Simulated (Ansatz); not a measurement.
`C[CH2][Al]([Cl])[Cl]` → `[CH3][Al]([Cl])[Cl]` + `[CH2]` (triplet)  (formal loss of a carbene)

Isolated molecules relaxed with PBE0-D4/def2-TZVP in Ansatz; ΔE leaves out vibrations. CCSD(T)/CBS adds triple-zeta CCSD(T) − MP2 to the extrapolated MP2 energy (def2 sets, frozen cores). This one scheme is used for every species. DFT in def2-TZVPP. B3LYP here is the variant with VWN-RPA as its local correlation; programs differ in this. Triplets are unrestricted, without spin–orbit coupling. One conformer a species, not always the lowest.

```tsv
level	ΔE (kJ/mol)
BLYP-D4	412.0
B3LYP-D4	412.0
r2SCANh-D4	393.6
PBE	419.4
revPBE	394.0
CCSD/def2-SVP	397.1
CCSD/def2-TZVPP	397.2
CCSD(T)/def2-TZVPP	408.3
```

Problem. What does CCSD(T)/CBS give? (Estimate.)

Solution. The calculation gave: +419.2 kJ/mol. The listed levels differ from it by -7.2, -7.2, -25.6, 0.2, -25.2, -22.1, -22.0, -10.9 kJ/mol.

Largest T1 diagnostic among the species: 0.011.

The D4 term adds +10.5 kJ/mol with B3LYP and +5.8 kJ/mol with PBE0; it sums over pairs of atoms, weighted by their polarisabilities, and B3LYP, whose exchange is more repulsive, gets the larger term. At CCSD(T), def2-SVP lies −13.7 kJ/mol from the extrapolated value and def2-TZVPP −10.9 kJ/mol.
